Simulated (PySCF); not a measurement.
## Static response to an electric field

C5H6OS.
Cartesian coordinates in Å at the GFN2-xTB level; atoms count from 1:
```xyz
13
C5H6OS angstrom
C      2.2124    0.0297   -0.0047
O      1.0723    0.8463   -0.1096
C     -0.1330    0.2259   -0.0353
C     -1.3270    0.9993   -0.1146
C     -2.4421    0.2391   -0.0180
S     -2.0774   -1.4294    0.1676
C     -0.3851   -1.1047    0.1159
H      2.2527   -0.7029   -0.8177
H      2.2373   -0.4977    0.9547
H      3.0687    0.6984   -0.0739
H     -1.3172    2.0657   -0.2387
H     -3.4656    0.5541   -0.0435
H      0.2997   -1.9233    0.2001
```

Level: B3LYP/def2-SVPD (PySCF), static field, nuclei fixed, core orbitals frozen in the response. The polarisability tensor in these axes (au):

```
x   100.40   5.98  -0.88
y     5.98  84.91  -3.43
z    -0.88  -3.43  55.20
```

Problem. Diagonalise the tensor; give its mean and Δα, where Δα² is half the sum of the squared differences of the eigenvalues.

Solution. Principal values 54.81, 83.18 and 102.52 au; mean 80.17 au = 11.88 Å³ = 13.22 × 10⁻⁴⁰ C²·m²/J; Δα = 41.57 au (52 % of the mean).

Problem. What is the dipole moment, and where does it point?

Solution. (1.00, -0.35, 0.05) D, 1.06 D in size, pointing from the negative to the positive side. Measured along this direction, the outermost atoms are H12 at the negative end and H10 at the positive end.

Problem. Orientational against electronic polarisability at 350 K (dilute gas, rigid molecules)?

Solution. In Gaussian units μ²/3kT = 7.70 Å³ against 11.88 Å³, a ratio of 0.65; the Debye molar polarisation (4π/3)N_A(α + μ²/3kT) is 49.4 cm³/mol, leaving out the vibrational part.

Problem. What depolarisation ratio follows for Rayleigh scattering of linearly polarised light, taking the static tensor?

Solution. ρ = 3Δα²/(45ᾱ² + 4Δα²) = 5183.0/(289207 + 6910.6) = 0.0175.

Problem. In TDDFT the mean static polarisability is Σ f/ω² over all singlet excitations (ω in hartree). How much of it do the 8 lowest give? Their energies (eV) and oscillator strengths: 5.25, 0.0775; 5.35, 0.0044; 5.85, 0.0000; 6.00, 0.0058; 6.02, 0.0878; 6.18, 0.0065; 6.37, 0.0121; 6.55, 0.0006.

Solution. They add up to 4.47 au, 5.6 % of the 80.17 au; the largest single term is 2.08 au, from the state at 5.25 eV. Terms in order: 2.08, 0.12, 0.00, 0.12, 1.79, 0.13, 0.22, 0.01 au. Higher excitations give the rest. The strengths listed sum to 0.195.

Problem. Find the Langevin capture rate constant for NH4+ (18.034 u) meeting this molecule (114.014 u), k = 2.342 × 10⁻⁹ cm³/s × √(α in Å³ / reduced mass in u).

Solution. The reduced mass is 15.57 u, so k = 2.05 × 10⁻⁹ cm³/s. The formula leaves out the permanent dipole, which adds to the capture rate.

One conformer (not necessarily the lowest) at the GFN2-xTB geometry, without solvent, vibrations or thermal averaging.

The run behind these numbers computed excited states as well. The run took 25 s wall on an x86-64 server with one thread, on a shared host.
